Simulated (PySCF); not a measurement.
## ORD: SMILES OC[C@@H]1C[C@H]1C(Cl)(Cl)Cl, C₅H₇Cl₃O

Molfile (atoms numbered from 1):
```
C5H7Cl3O
     RDKit          3D

 16 16  0  0  0  0  0  0  0  0999 V2000
    1.9092    1.6401   -0.1126 O   0  0  0  0  0  0  0  0  0  0  0  0
    1.8147    0.2477   -0.2864 C   0  0  0  0  0  0  0  0  0  0  0  0
    0.6074   -0.3452    0.4103 C   0  0  2  0  0  0  0  0  0  0  0  0
   -0.2368   -1.3827   -0.2615 C   0  0  0  0  0  0  0  0  0  0  0  0
   -0.7599    0.0160   -0.1069 C   0  0  1  0  0  0  0  0  0  0  0  0
   -1.8807    0.3310    0.8331 C   0  0  0  0  0  0  0  0  0  0  0  0
   -1.7722    2.0360    1.3575 Cl  0  0  0  0  0  0  0  0  0  0  0  0
   -1.8750   -0.6853    2.2848 Cl  0  0  0  0  0  0  0  0  0  0  0  0
   -3.4517    0.1042    0.0105 Cl  0  0  0  0  0  0  0  0  0  0  0  0
    1.8904    1.8434    0.8294 H   0  0  0  0  0  0  0  0  0  0  0  0
    2.7261   -0.2509    0.0767 H   0  0  0  0  0  0  0  0  0  0  0  0
    1.7451    0.0958   -1.3659 H   0  0  0  0  0  0  0  0  0  0  0  0
    0.7102   -0.4201    1.4864 H   0  0  0  0  0  0  0  0  0  0  0  0
   -0.6720   -2.1578    0.3490 H   0  0  0  0  0  0  0  0  0  0  0  0
    0.0329   -1.7026   -1.2559 H   0  0  0  0  0  0  0  0  0  0  0  0
   -0.7955    0.6393   -0.9924 H   0  0  0  0  0  0  0  0  0  0  0  0
  1  2  1  0
  2  3  1  0
  3  4  1  0
  4  5  1  0
  5  6  1  0
  6  7  1  0
  6  8  1  0
  6  9  1  0
  5  3  1  0
  1 10  1  0
  2 11  1  0
  2 12  1  0
  3 13  1  1
  4 14  1  0
  4 15  1  0
  5 16  1  6
M  END
```

Method: TDDFT CAM-B3LYP/def2-SVPD circular dichroism and optical rotation, one conformer, gas phase in PySCF 2.14.0. Geometry: GFN2-xTB.

The molecule is flexible and this is one conformer; a measurement averages over conformers.

Stereocentres: C3 R, C5 R.

Problem. What is the specific rotation at 633, 589.3, 546, 436, 405, 365, 355 nm?

Solution. [α] in deg dm⁻¹ (g/mL)⁻¹:
| λ (nm) | origin-invariant length gauge | modified velocity gauge | length gauge (centre of mass) | isotropic polarisability (au) |
| --- | --- | --- | --- | --- |
| 633 | +42.3 | +37.5 | +42.1 | 104.7 |
| 589.3 | +49.4 | +43.9 | +49.2 | 105.1 |
| 546 | +58.5 | +52.0 | +58.3 | 105.5 |
| 436 | +98.1 | +87.8 | +97.8 | 107.2 |
| 405 | +117.2 | +105.2 | +116.8 | 108.0 |
| 365 | +152.3 | +137.4 | +151.9 | 109.4 |
| 355 | +163.8 | +148.0 | +163.3 | 109.9 |

Problem. And for the mirror image at 589.3 nm?

Solution. -49.4 deg dm⁻¹ (g/mL)⁻¹ (origin-invariant length gauge): the same size and the opposite sign.

Problem. What is the molar rotation [Φ] = [α]·M/100 of the geometry above at 589.3 nm?

Solution. With M = 189.46 g/mol, +93.6 deg cm² dmol⁻¹ (origin-invariant length gauge).

The first excitation lies at 6.52 eV (190 nm) with R = +0.5 × 10⁻⁴⁰ esu² cm² (velocity form).
